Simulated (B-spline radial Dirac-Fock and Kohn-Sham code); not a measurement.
System: the free cadmium atom, [Kr] 4d10 5s2. Method: independent-particle photoionisation in a Dirac-Hartree-Slater potential with a Latter tail, all multipoles, thresholds from Dirac-Fock ΔSCF. Computed with a radial finite-basis atomic code.

Q: Which of the sources Mg Kα (1253.6 eV), Al Kα (taken as 1486.9 eV), Ag Lα (2984.4 eV), Cr Kα (5414.7 eV), Cu Kα (8047.8 eV), Ga Kα (9251.7 eV), Mo Kα (17479.3 eV), Ag Kα (22162.9 eV) can ionise the 3s level, and how does the cross section change among them?

A: The computed threshold is 780.9 eV, so all of them can. Cross sections: Mg Kα 56.2 kb, Al Kα 43.4 kb, Ag Lα 13.2 kb, Cr Kα 4.21 kb, Cu Kα 1.88 kb, Ga Kα 1.40 kb, Mo Kα 0.339 kb, Ag Kα 0.193 kb. From the first to the last it falls by a factor of 290.
